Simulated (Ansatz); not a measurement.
`OBB(O)F` + H–F → `OB(F)F` + `BO`  (cleavage of the B–B bond)

Program: Ansatz. Geometries: PBE0-D4/def2-TZVP. ΔE: electronic, gas phase. CCSD(T)/CBS adds triple-zeta CCSD(T) − MP2 to the extrapolated MP2 energy (def2 sets, frozen cores). This one scheme is used for every species. Functionals use def2-TZVPP. One conformer a species, not always the lowest.

| level | ΔE (kcal/mol) | difference from CCSD(T)/CBS |
| --- | --- | --- |
| PBE-D4 | -36.7 | 1.7 |
| r2SCAN-D4 | -40.9 | -2.5 |
| PBE0-D4 | -38.4 | 0.0 |
| r2SCANh-D4 | -41.2 | -2.8 |
| r2SCAN0-D4 | -41.5 | -3.1 |
| PBE | -37.4 | 1.0 |
| BHLYP | -43.4 | -5.0 |
| CCSD/def2-SVP | -45.0 | -6.6 |
| HF/def2-TZVPP | -46.9 | -8.5 |
| SCS-MP2/def2-TZVPP | -40.9 | -2.5 |
| CCSD(T)/CBS | -38.4 | 0 |

Largest T1 diagnostic among the species: 0.014.

In def2-TZVPP, CCSD(T) changes the Hartree–Fock value by +7.3 kcal/mol (the triples alone add +0.9 kcal/mol) and MP2 by +6.8 kcal/mol. Leaving LDA and LC-ωPBE aside and taking each functional with its dispersion term where it has one, the values, not all of them listed here, spread over 6.4 kcal/mol, from BHLYP-D4 to revPBE-D4. From BLYP to BHLYP (50 % exact exchange), in def2-TZVPP and without D4, ΔE moves by −3.1 kcal/mol.
